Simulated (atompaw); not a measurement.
Reading a pseudo-wave (Zr (Z = 40))

Columns: radius, all-electron u(r) and pseudo u(r) of the 5s shell (level -4.44 eV) of zirconium in the configuration [Ar] 3d10 4s2 4p6 4d2 5s2 5p0; PBE, scalar-relativistic, PAW (atompaw) scheme, atompaw 4.2.0.5.

```json
{"r (bohr)": "0.115", "all-electron": "-0.1068", "pseudo": "0.0205"}
{"r (bohr)": "0.231", "all-electron": "0.0762", "pseudo": "0.0413"}
{"r (bohr)": "0.346", "all-electron": "0.1663", "pseudo": "0.0622"}
{"r (bohr)": "0.462", "all-electron": "0.0871", "pseudo": "0.0835"}
{"r (bohr)": "0.577", "all-electron": "-0.0508", "pseudo": "0.1051"}
{"r (bohr)": "0.692", "all-electron": "-0.1720", "pseudo": "0.1272"}
{"r (bohr)": "0.808", "all-electron": "-0.2474", "pseudo": "0.1501"}
{"r (bohr)": "0.923", "all-electron": "-0.2724", "pseudo": "0.1734"}
{"r (bohr)": "1.038", "all-electron": "-0.2555", "pseudo": "0.1974"}
{"r (bohr)": "1.154", "all-electron": "-0.2071", "pseudo": "0.2223"}
{"r (bohr)": "1.269", "all-electron": "-0.1389", "pseudo": "0.2476"}
{"r (bohr)": "1.385", "all-electron": "-0.0592", "pseudo": "0.2738"}
{"r (bohr)": "1.500", "all-electron": "0.0238", "pseudo": "0.3003"}
{"r (bohr)": "1.615", "all-electron": "0.1056", "pseudo": "0.3272"}
{"r (bohr)": "1.731", "all-electron": "0.1839", "pseudo": "0.3547"}
{"r (bohr)": "1.846", "all-electron": "0.2550", "pseudo": "0.3821"}
{"r (bohr)": "1.962", "all-electron": "0.3193", "pseudo": "0.4095"}
{"r (bohr)": "2.077", "all-electron": "0.3752", "pseudo": "0.4363"}
{"r (bohr)": "2.192", "all-electron": "0.4233", "pseudo": "0.4622"}
{"r (bohr)": "2.308", "all-electron": "0.4643", "pseudo": "0.4870"}
{"r (bohr)": "2.423", "all-electron": "0.4979", "pseudo": "0.5099"}
{"r (bohr)": "2.538", "all-electron": "0.5251", "pseudo": "0.5305"}
{"r (bohr)": "2.654", "all-electron": "0.5466", "pseudo": "0.5485"}
{"r (bohr)": "2.769", "all-electron": "0.5625", "pseudo": "0.5629"}
{"r (bohr)": "2.885", "all-electron": "0.5736", "pseudo": "0.5737"}
{"r (bohr)": "3.000", "all-electron": "0.5804", "pseudo": "0.5804"}
```

(1) How many radial nodes do the two functions have?

(2) Is the pseudo-wave norm-conserving?

Answers

(1) The all-electron 5s function has n − l − 1 = 4 (the table is too coarse to show those close to the nucleus); the pseudo-wave has 0, since the states of the same l below it are removed with the core.

(2) No, it belongs to a PAW set: the norm inside the radius is not constrained, and the difference is carried by the augmentation charge.
